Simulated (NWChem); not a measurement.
System: C₅H₆; SMILES C#CC(=C)C

NWChem input:

```
start job
memory heap 200 mb stack 900 mb global 1100 mb
geometry units angstroms
  C     -0.038322    -2.215431     0.000000
  C      0.057021    -1.005181     0.000000
  C      0.114031     0.426886     0.000000
  C      1.295984     1.067063     0.000000
  C     -1.208039     1.144233     0.000000
  H     -0.109184    -3.287428     0.000000
  H      2.239828     0.518182     0.000000
  H      1.338505     2.159309     0.000000
  H     -1.802127     0.865752    -0.884672
  H     -1.802127     0.865752     0.884672
  H     -1.066885     2.233840     0.000000
end
basis spherical
  * library 6-31g*
end
dft
  xc hfexch
  iterations 150
end
driver
  maxiter 120
end
task dft optimize
task dft freq
```

The level has its own optimisation; frequencies are unscaled. Brackets give each atom's bonded neighbours.

Problem. What results follow from this input? (Hartree-Fock/6-31G* (spherical d).) Quantities: r C–C [C(CC)–C(CH)] (Å); r C–H [C(CH)–H(C)] (Å); r C–C [C(CC)–C(CCC)] (Å); r C–C [C(CCC)–C(CHH)] (Å); highest harmonic frequency (cm⁻¹); lowest (cm⁻¹); zero-point energy (kcal/mol); dipole (D).

Solution. The r C–C [C(CC)–C(CH)] (Å) is 1.189 and the r C–H [C(CH)–H(C)] (Å) is 1.056. The r C–C [C(CC)–C(CCC)] (Å) is 1.446. The r C–C [C(CCC)–C(CHH)] (Å) is 1.324 and the highest harmonic frequency (cm⁻¹) is 3662. The lowest (cm⁻¹) is 194, the zero-point energy (kcal/mol) is 60.4 and the dipole (D) is 0.44.
